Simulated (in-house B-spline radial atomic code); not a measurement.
A calculation on Tm+ (an excited or competing configuration): its settings, and results tabulated from the run. Level of theory: Dirac-Hartree-Fock, average of configuration, Fermi nucleus of rms radius 5.2256 fm; calculated with an all-electron radial atomic-structure program (B-spline basis).

Command:
```bash
python run_scf.py task.json out
```
Settings (nuclear radius in fm, mass in u):
```
Z                69
configuration    [Xe] 4f13 9g1
hamiltonian      dirac
method           hf
spin_polarised   False
nucleus          fermi
rms_radius       5.2256
atomic_mass      168.93422
speed_of_light   137.035999084
```

Output (hartree, bohr):
```
 radial grid: 95 intervals, B-splines of order 8, outer radius 294.8 bohr

 iter        energy (Eh)    residual
    1      -13572.987610    6.16e-01
    2      -13573.530731    6.24e-02
    3      -13573.690622    4.00e-02
    4      -13573.716052    8.87e-03
    5      -13573.712778    1.58e-02
    6      -13573.719149    2.51e-03
    7      -13573.719326    4.19e-04
    8      -13573.719330    8.06e-05
    9      -13573.719330    1.03e-05
   10      -13573.719330    1.86e-07

 total energy                    -13573.71933
 kinetic                           15023.8978
 electron-nucleus                 -33622.5559
 electron-electron                  5024.9387

 first-order corrections (not in the total)
   Gaunt                            15.0470
   retardation                      -1.5890
   frequency dependence             -0.2327
   self-energy                      10.7370
   Uehling                          -1.8686
   Wichmann-Kroll                    0.0666
   recoil                            0.0278

 orbital      occ     eigenvalue          <r>       <r^2>       <1/r>     <1/r^3>       <r^4>       r_max    small
 1s1/2      2.000     -2196.2306     0.020009 0.000548421     79.0657           -  8.0863e-07     0.01261  6.69e-02
 2s1/2      2.000      -375.5877     0.084234  0.00844572     19.0702           -  0.00012426     0.07201  1.50e-02
 2p1/2      2.000      -357.1666    0.0701597  0.00610393     18.9991           - 7.63919e-05      0.0541  1.50e-02
 2p3/2      4.000      -321.0587    0.0775056  0.00731419     16.4114     12788.6 0.000105176     0.06038  1.37e-02
 3s1/2      2.000       -86.8151     0.219875   0.0554046     7.00074           -  0.00464903      0.2031  4.87e-03
 3p1/2      2.000       -78.7284     0.210009   0.0513553     6.90294           -  0.00418573      0.1911  4.80e-03
 3p3/2      4.000       -70.9683     0.223651   0.0580481     6.24466      2825.3  0.00530797       0.204  4.45e-03
 3d3/2      4.000       -57.3660     0.197248   0.0457444     6.11316     479.229  0.00373187      0.1612  4.31e-03
 3d5/2      6.000       -55.6878     0.201487      0.0476     5.95291     417.751  0.00401299      0.1648  4.21e-03
 4s1/2      2.000       -18.4936     0.498532    0.280616     2.89938           -    0.114608       0.465  1.53e-03
 4p1/2      2.000       -15.1941     0.507938    0.293742     2.78679           -    0.129358      0.4675  1.45e-03
 4p3/2      4.000       -13.4281     0.538065    0.329461     2.57107      624.83    0.162876      0.4945  1.33e-03
 4d3/2      4.000        -7.9825     0.567388    0.374135     2.34151     90.9572    0.230468      0.4977  1.14e-03
 4d5/2      6.000        -7.6529     0.578711    0.389089     2.28526     77.8224    0.249438      0.5069  1.10e-03
 5s1/2      2.000        -2.8683      1.25727     1.78163     1.05078           -     4.77999       1.109  2.85e-04
 5p1/2      2.000        -1.8786      1.40736     2.25171    0.929455           -     7.94074       1.208  2.28e-04
 5p3/2      4.000        -1.6554      1.51324     2.60343    0.853453     70.3012     10.6404       1.294  1.97e-04
 4f5/2      5.571        -1.0258     0.760239    0.762393     1.73243     11.8874     1.69068      0.4983  6.85e-04
 4f7/2      7.429        -0.9738     0.777182    0.801581     1.70219     11.3075     1.91253      0.5045  6.66e-04
 9g7/2      0.444        -0.0247      55.7442     3502.61   0.0246991 0.000122382 1.60618e+07        64.3  6.58e-07
 9g9/2      0.556        -0.0247      55.7439     3502.57   0.0246996  0.00012241 1.60615e+07        64.3  6.58e-07

 Slater integrals (Eh)
   F0(4f5/2,4f5/2)               1.233108
   F2(4f5/2,4f5/2)               0.577498
   F4(4f5/2,4f5/2)               0.360740
   F0(4f5/2,4f7/2)               1.220759
   F2(4f5/2,4f7/2)               0.570804
   F4(4f5/2,4f7/2)               0.356382
   G2(4f5/2,4f7/2)               0.569216
   G4(4f5/2,4f7/2)               0.355442
   G6(4f5/2,4f7/2)               0.255252
   F0(4f5/2,9g7/2)               0.024699
   F2(4f5/2,9g7/2)               0.000093
   F4(4f5/2,9g7/2)               0.000005
   G1(4f5/2,9g7/2)               0.000001
   G3(4f5/2,9g7/2)               0.000000
   G5(4f5/2,9g7/2)               0.000000
   F0(4f5/2,9g9/2)               0.024700
   F2(4f5/2,9g9/2)               0.000093
   F4(4f5/2,9g9/2)               0.000005
   G3(4f5/2,9g9/2)               0.000000
   G5(4f5/2,9g9/2)               0.000000
   G7(4f5/2,9g9/2)               0.000000
   F0(4f7/2,4f7/2)               1.208688
   F2(4f7/2,4f7/2)               0.564383
   F4(4f7/2,4f7/2)               0.352221
   (list cut)
```

Run time, properties included: 11 s on 1 thread of Arm Neoverse V1 (shared host).

For the Dirac Hamiltonian the kinetic term is c α·p + (β - 1)c².
